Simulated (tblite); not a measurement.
Cl$_{4}$Hf, charge -1, doublet, at a GFN2-xTB geometry (such geometries of metal compounds can be far from the true shape) (the multiplicity is a formal guess); GFN1-xTB run with tblite.

tblite was given this input:
```
$ tblite run mol.xyz --method gfn1 --charge -1 --spin 1 --spin-polarized --json tblite.json --no-restart

# file mol.xyz
5

Hf     0.00000000     0.00000000    -0.00000000
Cl     1.82374327    -0.59211105    -1.26725200
Cl     0.68133758     0.49595755     2.13830958
Cl    -1.01228908     1.84282251    -0.92835265
Cl    -1.49279177    -1.74666901     0.05729507
```

### Question
Write the output that tblite gives for this input, abridged.

### Answer

```
xTB calculator
 | screened Coulomb repulsion
 | Coulomb electrostatics
 |  * isotropic Klopman-Ohno-Mataga-Nishimoto electrostatics
 |  * onsite third-order electrostatics
 | DFT-D3(BJ) dispersion correction
 | Interactions (1)
 | [1] spin polarization

halogen bonding energy    0.0000000000000E+00 Eh
repulsion energy          4.2919661611826E-02 Eh
dispersion energy        -3.0238397103405E-03 Eh
interaction energy        0.0000000000000E+00 Eh
number of electrons       3.3000000000000E+01 e
integral cutoff           3.5545256755052E+01 bohr

------------------------------------------------------------
  cycle        total energy    energy error   density error
------------------------------------------------------------
      1     -18.45212495883  -1.8492021E+01   5.1845365E-01
      2     -18.62255514680  -1.7043019E-01   2.8493292E-01
      3     -18.44784128563   1.7471386E-01   2.7478481E-01
      4     -23.41257158702  -4.9647303E+00   1.4445412E+00
      5     -20.40963596452   3.0029356E+00   1.1952433E+00
      6     -18.65846320107   1.7511728E+00   7.4656943E-02
      7     -18.67108543159  -1.2622231E-02   4.0986846E-02
      8     -18.66779098098   3.2944506E-03   5.0850290E-02
      9     -18.67009633419  -2.3053532E-03   4.0443619E-02
     10     -18.67037507245  -2.7873826E-04   3.8823471E-02
     11     -18.66140523479   8.9698377E-03   7.4239609E-02
     12     -18.64746249776   1.3942737E-02   1.1023433E-01
     13     -18.64204515906   5.4173387E-03   1.2199070E-01
     14     -18.65051342580  -8.4682667E-03   1.0584333E-01
     15     -18.67001608892  -1.9502663E-02   4.1771071E-02
     16     -18.67270117447  -2.6850856E-03   1.7605690E-02
     17     -18.67316978774  -4.6861326E-04   7.0241196E-03
     18     -18.67324813623  -7.8348494E-05   2.1675283E-03
     19     -18.67325603312  -7.8968919E-06   4.3342702E-04
     20     -18.67325640926  -3.7613802E-07   4.7145888E-05
     21     -18.67325639481   1.4451295E-08   9.3613115E-05
     22     -18.67325641409  -1.9285032E-08   4.2692766E-05
     23     -18.67325641856  -4.4624144E-09   4.5980249E-08
------------------------------------------------------------

electronic energy        -1.8713152240457E+01 Eh
total energy             -1.8673256418555E+01 Eh

Post processing:
 | Mayer-Wiberg bond orders

[Info] JSON dump of results written to 'tblite.json'
```
